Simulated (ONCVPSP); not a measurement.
# Transferability test, ONCV potential for hafnium (Hf)

* Element: hafnium (Hf)
* Generator: ONCVPSP 4.0.1
* Type: optimised norm-conserving Vanderbilt (ONCV)
* Functional: LDA (Perdew-Wang 92)
* Relativity: scalar-relativistic
* Frozen core: [Kr] 4d10 4f14
* Valence charge: 12
* Reference configuration: 5s2 5p6 5d2 6s1 (charge +1)
* Partial waves: 5s+6s: rc 2.05 bohr, ncon 4, nbas 8, qcut 6.9 1/bohr, 2 projectors; 5p: rc 1.25 bohr, ncon 4, nbas 7, qcut 7.9 1/bohr, 2 projectors, debl 0.9 Ha; 5d: rc 1.75 bohr, ncon 4, nbas 7, qcut 5.2 1/bohr, 1 projector
* Local potential: polynomial inside 1.00 bohr (lpopt 5, dvloc0 6 Ha)
* Core correction: Teter function fitted to the true core (icmod 2), fcfact 0.15

In the p channel the program set the typed energies aside and used -1.571, 0.250 Ha.

Energies are relative to the spin-unpolarised reference configuration 5s2 5p6 5d2 6s1; without spin polarisation the order of configurations can differ from experiment.

```json
{"valence configuration": "5s2 5p6 5d2 6s2", "charge": "0", "ΔE all-electron (eV)": "-8.191", "error AE − PS (meV)": "+3.8"}
{"valence configuration": "5s2 5p6 5d2 6s0", "charge": "+2", "ΔE all-electron (eV)": "14.495", "error AE − PS (meV)": "-2.4"}
```

Task: What are ΔE and the potential's error for 5s2 5p6 5d2.5 6s1.5?

Result: ΔE = -6.945 eV all-electron; the error (AE − PS) is +0.5 meV.

Task: What are ΔE and the potential's error for 5s2 5p6 5d1 6s0?

Result: ΔE = 36.596 eV all-electron; the error (AE − PS) is -37 meV.

Levels in the configuration 5s2 5p6 5d2 6s2:

```csv
level,all-electron (eV),pseudo (eV)
5s,-67.175,-67.136
5p,-35.715,-35.702
5d,-2.870,-2.871
6s,-5.261,-5.263
```

Note: no bound ghost flagged; GHOST(+) flagged for s at 48.1 eV.
